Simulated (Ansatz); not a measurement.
A structure relaxed at PBE0-D4/def2-TZVP, charge 0, multiplicity 2:

```xyz
12

O     1.450   -0.562   -1.260
Si    1.182    0.997   -0.718
C     0.204    0.815    0.854
Si   -1.203   -0.418    0.679
O    -0.616   -1.892    0.259
H     1.905   -0.660   -2.099
H     0.397    1.749   -1.751
H    -0.200    1.800    1.115
H     0.856    0.496    1.673
H    -2.154    0.120   -0.336
H    -1.926   -0.596    1.964
H     0.105   -1.850   -0.380
```

Question: Give its formula and SMILES.

Answer: CH7O2Si2, `O[SiH]C[SiH2]O`.

Question: Summarise the bond lengths by kind.

Answer: 2 × O–Si 1.642 to 1.672 Å; 2 × H–O 0.959 to 0.965 Å; 2 × C–Si 1.860 to 1.879 Å; 3 × H–Si 1.485 to 1.500 Å; 2 × C–H 1.095 to 1.096 Å.

Program: Ansatz 0.2.0.
